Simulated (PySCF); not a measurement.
Which method gave which barrier?

Saddle point of SiNH$_{4}$F$_{3}$, singlet (SiHF₃ ([F][SiH]([F])[F]) + NH₃ → SiNH₂F₃ ([NH2][Si]([F])([F])[F]) + H₂; bonds formed: H2–H6; dative contacts that become bonds: Si1–N7; bonds broken: Si1–H2, H6–N7), PBE0-D4/def2-TZVP structure:

| atom | x (Å) | y (Å) | z (Å) |
| --- | --- | --- | --- |
| Si1 | -0.6455 | -0.3712 | -0.0984 |
| H2 | 0.6523 | -1.3372 | 0.5801 |
| F3 | -0.6028 | -1.3879 | -1.3168 |
| F4 | -1.4115 | -0.6634 | 1.2610 |
| F5 | -1.7039 | 0.6668 | -0.7227 |
| H6 | 1.1105 | -0.3598 | 0.4526 |
| N7 | 0.7749 | 0.7805 | 0.0249 |
| H8 | 0.6707 | 1.5547 | 0.6729 |
| H9 | 1.1553 | 1.1176 | -0.8537 |

PySCF 2.14 with density fitting (its default auxiliary sets; JK sets also for MP2 and CCSD(T)); basis: def2-TZVPP, with def2-QZVPP for the basis limit; cores frozen in the correlated methods. Extrapolation: Hartree–Fock as exp(−7.88 √X), correlation as X^−2.97. Four methods, as single points on the PBE0-D4 structures, gave these electronic barriers from the start structure: 1.462, 1.767, 2.010, 2.443 eV.

Question: The methods were, in alphabetical order, CCSD(T), HF, r2SCAN-D4, SPW92. Which gave which? (Judge from chemistry; the calculation decides.)

Answer: By the calculation: SPW92 1.462; r2SCAN-D4 1.767; CCSD(T) 2.010; HF 2.443 eV. For comparison, CCSD(T) at an estimated basis limit (MP2 extrapolated from triple and quadruple zeta, plus CCSD(T) − MP2 in triple zeta) gives 1.988 eV.

T1 diagnostic: at most 0.012.

Labels in which every atom is bracketed show which atoms are joined, not bond orders.

For scale, one of the runs: CCSD(T)/def2-TZVPP, 222 basis functions, launched by `OMP_NUM_THREADS=4 python run.py`. The run took 16 min on 4 CPU threads of an Arm Neoverse V2 (shared host), with 4.6 GiB of host memory at its peak.
